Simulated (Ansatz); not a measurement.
Geometry optimisation, Ansatz 0.2.0, RKS PBE0/6-31G*.

Input:

```yaml
crystal:
  periodic: [false, false, false]
  atoms:
    - { symbol: B, position_ang: [0.087045, 0.4958, -0.409939] }
    - { symbol: F, position_ang: [0.07709, -0.132748, 2.036269] }
    - { symbol: "N", position_ang: [1.32589, 0.091819, -0.875983] }
    - { symbol: H, position_ang: [1.498274, -0.856051, -1.174724] }
    - { symbol: H, position_ang: [2.146718, 0.678826, -0.853583] }
    - { symbol: H, position_ang: [-0.882749, -0.191478, -0.42679] }
    - { symbol: Cl, position_ang: [-0.106014, 2.256379, 0.081202] }
    - { symbol: H, position_ang: [-0.084655, 0.771754, 2.175148] }
basis:
  gaussian: { orbitals: "6-31G*" }
hamiltonian:
  xc: pbe0
relax:
  f_tol: 0.03
  max_steps: 50
```

Run as:

```bash
$ ansatz run input.yaml --threads 1 --pin off --max-ram 2048MiB --backend cpu --events-out ev --progress --plain --runs-dir out
```

Where does it end, and by what steps?

The run converged. After 7 steps the energy has fallen by 0.053 eV; F2 moved furthest, 0.32 Å.

```tsv
step	energy less start (eV)	largest force component (eV/Å)	accepted
0	0.0000	0.685	yes
1	0.0172	2.062	no
2	-0.0317	0.482	yes
3	-0.0437	0.613	yes
4	-0.0485	0.391	yes
5	-0.0517	0.131	yes
6	-0.0525	0.125	yes
7	-0.0533	0.028	yes
```

```xyz
8
Properties=species:S:1:pos:R:3
B 0.100 0.493 -0.470
F 0.041 -0.081 2.352
N 1.339 0.094 -0.934
H 1.498 -0.838 -1.285
H 2.165 0.673 -0.891
H -0.866 -0.198 -0.518
Cl -0.082 2.162 0.169
H -0.133 0.810 2.129
```

Whether the end is a true minimum wasn't checked by a vibrational analysis.

Time of the run: 14 s on 1 thread of Intel(R) Xeon(R) 6975P-C (Granite Rapids) (shared host), peak memory 0.17 GiB.
